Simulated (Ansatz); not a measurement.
Mulliken charges of BFH₅NOSi (`NB(F)O[SiH3]`) from ωB97M-V/def2-TZVPP in Ansatz (PBE0-D4/def2-TZVP geometry).

```csv
atom,x (Å),y (Å),z (Å),charge (e)
N1,-1.023,0.823,1.119,-0.278
B2,-0.481,1.141,-0.134,0.432
F3,-0.769,2.332,-0.671,-0.267
O4,0.327,0.316,-0.854,-0.351
Si5,0.977,-1.180,-0.700,0.304
H6,-0.857,-0.048,1.589,0.127
H7,-1.616,1.463,1.615,0.142
H8,0.507,-2.030,-1.819,-0.029
H9,0.562,-1.799,0.591,-0.052
H10,2.455,-1.071,-0.732,-0.029
```

Q: By hand: the dipole of these point charges (1 e Å = 4.8032 D).

A: Σ q r = (0.011, -0.443, 0.372) e Å, of length 0.579 e Å = 2.78 D.

Q: How does the dipole of the full density compare? (Best estimate.)

A: Computed: (-0.071, -0.326, 0.415) e Å, 2.56 D; the point charges give 1.09 times that, at 15° from its direction.

Point charges leave out the atoms' own dipoles, such as those of lone pairs, and Mulliken's split depends on the basis, so the close match here is no proof of good charges.
